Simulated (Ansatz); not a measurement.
Molecule: sum formula H$_{5}$SiN$_{2}$O$_{2}$, charge 0, multiplicity 2. It need not be the lowest isomer of its formula. 
Geometry from a B3LYP-D3(BJ)/def2-TZVP (Ansatz, a program for electronic structure) optimisation:
SMILES: [O][Si](O)(N)N
```xyz
10

N     -0.9223    -1.3467     0.5034
Si     0.0324    -0.0512    -0.0345
N     -0.5945     1.5363     0.2359
O      0.0670    -0.0459    -1.6552
O      1.4458    -0.0205     0.7991
H     -0.8846    -1.7230     1.4354
H     -1.6514    -1.7478    -0.0612
H     -1.5094     1.7870    -0.1073
H      0.0303     2.3294     0.2566
H      2.0763    -0.7247     0.6328
```
Charge 0, spin multiplicity 2.

Computed values are from Ansatz. Cores are frozen in the correlated levels unless marked. Open shells are spin-unrestricted. Spin-orbit coupling is left out. No relativistic terms. CBS(X,Y): correlation extrapolated as X^-3; Hartree-Fock from the larger set.

```json
{
 "atomisation energy De": "885.3 kcal/mol at CCSD(T)/CBS(cc-pV(T+d)Z,cc-pV(Q+d)Z)",
 "total_energy": "-551.9177 Eh at CCSD(T)/CBS(cc-pV(T+d)Z,cc-pV(Q+d)Z)",
 "dipole_moment": "1.77 D at CCSD(T)/aug-cc-pV(D+d)Z",
 "T1 diagnostic": "0.026 at CCSD/cc-pV(Q+d)Z"
}
```
